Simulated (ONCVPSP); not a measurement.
**manganese, ONCV: configuration errors across variants**

manganese, optimised norm-conserving Vanderbilt (ONCV), made with ONCVPSP 4.0.1 (LDA (Perdew-Wang 92), scalar-relativistic). Core [Ne], reference 3s2 3p6 3d5 4s1 4p1. Waves: 3s+4s: rc 1.30 bohr, ncon 4, nbas 7, qcut 10.7 1/bohr, 2 projectors; 3p+4p: rc 1.75 bohr, ncon 4, nbas 8, qcut 10 1/bohr, 2 projectors; 3d: rc 1.20 bohr, ncon 3, nbas 7, qcut 15.8 1/bohr, 2 projectors, debl 1.6 Ha; f scattering state at 0.16 Ha: rc 1.45 bohr, ncon 5, nbas 9, qcut 7.2 1/bohr, 2 projectors, debl 2.3 Ha. Local part: polynomial inside 0.90 bohr (lpopt 3, dvloc0 0 Ha). Core correction: polynomial model core, fcfact 0.4.

All-electron excitation energies from the reference (eV): (1) 3s2 3p6 3d5 4s2 4p0 -3.923; (2) 3s2 3p6 3d5 4s1 4p0 4.724; (3) 3s2 3p6 3d5 4s0 4p0 20.593; (4) 3s2 3p6 3d4 4s2 4p1 4.006.

A true bound ghost makes a file unfit for plane-wave use even where its test errors are small: the radial tests pick states by their node count and pass the ghost by.

Errors AE − PS in meV (a dash: test not solved or not reliable):

| change | (1) | (2) | (3) | (4) | bound ghosts | GHOST(+) flags above zero |
| --- | --- | --- | --- | --- | --- | --- |
| base | +0.5 | -0.1 | 0.0 | +13 | p | none |
| d: qcut 9.6 | +0.5 | -0.1 | +0.6 | +25 | p | none |
| d: qcut 12.8 | +0.5 | -0.1 | +0.2 | +17 | p | none |
| d: qcut 13.8 | +0.5 | -0.1 | +0.1 | +15 | p | none |
| d: qcut 16 | +0.5 | -0.1 | 0.0 | +13 | p | none |
| d: qcut 17.2 | +0.4 | -0.1 | 0.0 | +12 | p | none |
| d: qcut 18.8 | +0.5 | -0.1 | 0.0 | +12 | p | none |
| d: qcut 20.6 | +0.4 | -0.1 | 0.0 | +11 | p | none |
| d: qcut 22.2 | +0.4 | -0.1 | 0.0 | +11 | p | none |
| d: qcut 23.7 | +0.4 | -0.1 | 0.0 | +11 | p | none |

Question: Give the same row for: d: qcut 11.

Answer: +0.5, -0.1, +0.4, +21; bound ghosts: p; GHOST(+) flags above zero: none.
